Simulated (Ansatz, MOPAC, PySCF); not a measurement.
Complex: SiH4 (SMILES [SiH4]) (first 5 atoms) with C2H6O (SMILES CCO); geometry from B3LYP-D3(BJ)/def2-TZVP, rigid monomers moved along the line of their centres of mass till Si1···O8 is 2.77 Å.
(charge 0, multiplicity 1):
```xyz
14

Si    -0.05351    -0.06743    -0.08312
H     -1.23489     0.19413     0.76714
H     -0.39872     0.31536    -1.47674
H      0.30813    -1.49903    -0.06646
H      1.08787     0.76882     0.34872
C      0.08792     1.29010     3.58427
C     -0.28409    -0.17613     3.45505
O      0.52552    -0.87008     2.50638
H     -0.57520     1.79376     4.29130
H      0.01339     1.79334     2.61966
H      1.11174     1.40368     3.95172
H     -0.23298    -0.67309     4.43120
H     -1.30533    -0.28038     3.08720
H      1.45074    -0.76367     2.75359
```

Monomers are frozen at their geometry in the pair; levels with a basis set take the counterpoise correction. Rows marked so take none.

Correlated levels freeze the cores. Rows in 6-31G*, STO-3G carry no dispersion term and start afresh at each structure (6-31G* with six Cartesian d functions). The state reached by AM1, PM7 isn't checked; PM7 holds dispersion and hydrogen-bond terms.

Programs: Ansatz (Gaussian basis) for Hartree–Fock, density functionals and correlated methods; MOPAC for AM1, PM7 (differences of heats of formation); PySCF for 6-31G* rows, STO-3G rows, the dispersion terms. Values without a source in brackets are computed.

```json
[
 {"level": "AM1", "interaction energy (kcal/mol)": "2.91"},
 {"level": "PM7", "interaction energy (kcal/mol)": "2.98"},
 {"level": "HF/STO-3G (no counterpoise)", "interaction energy (kcal/mol)": "1.38"},
 {"level": "HF/aug-cc-pV(D+d)Z", "interaction energy (kcal/mol)": "2.78"},
 {"level": "PBE-D4/def2-TZVPPD", "interaction energy (kcal/mol)": "-1.87"},
 {"level": "B3LYP/6-31G*", "interaction energy (kcal/mol)": "1.67"},
 {"level": "PBE0/def2-TZVPPD", "interaction energy (kcal/mol)": "-0.11"},
 {"level": "M06-2X/6-31G* (no counterpoise)", "interaction energy (kcal/mol)": "-4.65"},
 {"level": "SCS-MP2/aug-cc-pV(D+d)Z", "interaction energy (kcal/mol)": "…"}
]
```

### Question
Some entries are withheld; supply them.

### Answer

- SCS-MP2/aug-cc-pV(D+d)Z, interaction energy (kcal/mol): 0.00

Ansatz is a first-principles code.
